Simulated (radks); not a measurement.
The numbers below are computed, except where a source is named.
Exchange energies: the exact (Fock) value of the Kohn-Sham orbitals and density-functional approximations, in hartree. Species: Sb [Kr] 4d10 5s2 5p3; Mg+ [Ne] 3s1; Bi3+ [Hg]; Rb [Kr] 5s1; Hg70+ [Ne]. Code: a radial shooting solver on a logarithmic mesh with Libxc functionals. Model: non-relativistic Kohn-Sham, LDA (Slater exchange, Perdew-Wang correlation), spin-polarised, spherical densities, point nucleus. Every spin shell is full or empty, so the densities are truly spherical. Functionals are evaluated on that one density, not self-consistently.

| functional | Sb | Mg+ | Bi3+ | Rb | Hg70+ |
|---|---|---|---|---|---|
| exact | -163.665 | -15.7784 | -365.262 | -97.7368 | -134.596 |
| LDA | -155.80 | -14.431 | -351.57 | -92.404 | -123.73 |
| B88 | -163.71 | -15.803 | -365.47 | -97.808 | -134.06 |
| PBE | -162.97 | -15.713 | -363.99 | -97.344 | -133.16 |
| revPBE | -163.19 | -15.794 | -364.30 | -97.517 | -133.82 |
| PW91 | -163.66 | -15.777 | -365.40 | -97.769 | -133.73 |
| PW86 | -163.34 | -15.901 | -363.76 | -97.763 | -134.26 |
| WC | -162.27 | -15.523 | -363.00 | -96.816 | -131.95 |
| SOGGA | -159.97 | -15.201 | -358.74 | -95.289 | -129.42 |
| B86b | -163.66 | -15.819 | -365.23 | -97.806 | -133.99 |
| APBE | -164.17 | -15.905 | -366.11 | -98.156 | -134.57 |
| revTPSS | -162.16 | -15.753 | -361.95 | -96.944 | -133.27 |
| SCAN | -163.94 | -15.839 | -365.42 | -97.986 | -134.93 |
| TASK | -160.03 | -15.348 | -358.72 | -95.378 | -131.81 |
| MVS | -163.78 | -15.766 | -365.50 | -97.780 | -134.16 |
